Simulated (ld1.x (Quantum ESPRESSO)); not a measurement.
What one change does to a pseudopotential (Rb (Z = 37), TM)

| Quantity | Value |
| --- | --- |
| Element | Rb (Z = 37) |
| Generator | ld1.x (Quantum ESPRESSO) 7.5 |
| Type | norm-conserving Troullier–Martins (Kleinman–Bylander form) |
| Functional | PBEsol |
| Relativity | scalar-relativistic |
| Frozen core | [Ar] 3d10 4s2 |
| Valence charge | 7 |
| Reference configuration | 4p6 5s1 5p0 |
| Partial waves | 5s (bound): rc 4.10 bohr; 4p (bound): rc 2.60 bohr; 4d channel at 0.05 Ry: rc 3.90 bohr |
| Local potential | all-electron potential smoothed inside 2.80 bohr (lloc = -2) |
| Core correction | Bessel-smoothed model core, default radius (core density twice the valence density) |

All-electron outer shells of the reference configuration (PBEsol, scalar-relativistic, ld1.x):

```json
{"shell": "3d", "level (eV)": "-103.99", "outermost node (bohr)": "–", "outermost maximum (bohr)": "0.39"}
{"shell": "4s", "level (eV)": "-31.91", "outermost node (bohr)": "0.62", "outermost maximum (bohr)": "1.25"}
{"shell": "4p", "level (eV)": "-15.98", "outermost node (bohr)": "0.64", "outermost maximum (bohr)": "1.42"}
{"shell": "5s", "level (eV)": "-2.22", "outermost node (bohr)": "1.79", "outermost maximum (bohr)": "4.43"}
{"shell": "5p", "level (eV)": "-0.74", "outermost node (bohr)": "2.20", "outermost maximum (bohr)": "6.14"}
```

Change: all radii but the core radius scaled by about 0.85 (s 3.48, p 2.20, d 3.32 bohr); local potential all-electron potential smoothed inside 2.38 bohr (lloc = -2).

Cutoffs: the cutoffs (Ry, on a coarse ladder) from which the occupation-weighted sum of valence levels, in a spherical-Bessel basis at the reference potential, stays within 10 and 1 mRy of its value at 400 Ry; they do not see the model core or the augmentation charge, which bear on the density cutoff. Errors are all-electron minus pseudo energies relative to the spin-unpolarised reference configuration.

Q: Predict the effect on cutoff, ghosts and configuration errors.

A: The potential gets harder (15 Ry and 18 Ry → 15 Ry and 30 Ry); the s channel binds one level more than in the base; the number of tests that count goes from 4 to 3; of the 3 tests that both files solve, the error grows in 1 and shrinks in 1 by more than 15 % and 0.3 meV (median size 1.5 → 3.9 meV); neither file shows a bound ghost at the reference potential, the only one tested. A smaller radius makes the pseudo-wave follow the all-electron one further in, where it bends more sharply, so more plane waves are needed.

```tsv
quantity	base	changed
cutoff, loose	15 Ry	15 Ry
cutoff, tight	18 Ry	30 Ry
bound ghosts	none	none
tests counted (converged, no solver errors)	4 of 4	3 of 4
error for 4p6 5s0 5p0, meV [ΔE 4.07 eV]	-1.5	-1.3
error for 4p6 5s0.5 5p0, meV [ΔE 1.56 eV]	+1.0	+10
error for 4p6 5s0 5p1, meV [ΔE 1.49 eV]	-16	-3.9
```

Changed file: Tests not counted: 4p5 5s1 5p0 (solver errors, printed error -2.5 eV).
